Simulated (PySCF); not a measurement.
The PySCF input:
```python
from pyscf import gto, scf

mol = gto.Mole()
mol.atom = '''
    O    -0.208781    0.348946    1.838412
    Si   -0.073966   -0.085014    0.236552
    S     0.145004    1.928400   -0.766016
    S     1.632910   -1.024948    0.078294
    Cl   -1.709139   -0.959227   -0.612643
    H    -0.925364    0.533339    2.126732
    H     1.391395    2.167210   -0.192103
    H     1.619280   -1.704881    1.368142
'''
mol.basis = '6-31g'
mol.charge = 0
mol.spin = 0
mol.verbose = 4
mol.build()

mf = scf.RHF(mol)
mf.kernel()
g = mf.nuc_grad_method()
grad = g.kernel()
```

Q: Estimate the nuclear repulsion energy that HF/6-31G, gradient run with PySCF returns for this input.

A: 448.4505 Eh

Q: What Mulliken (on the basis functions themselves) charges in atom order does HF/6-31G, gradient give?

A: O1 -0.85, Si2 1.05, S3 -0.30, S4 -0.21, Cl5 -0.30, H6 0.40, H7 0.08, H8 0.14

Q: What dipole moment does HF/6-31G, gradient give?

A: 2.99 D
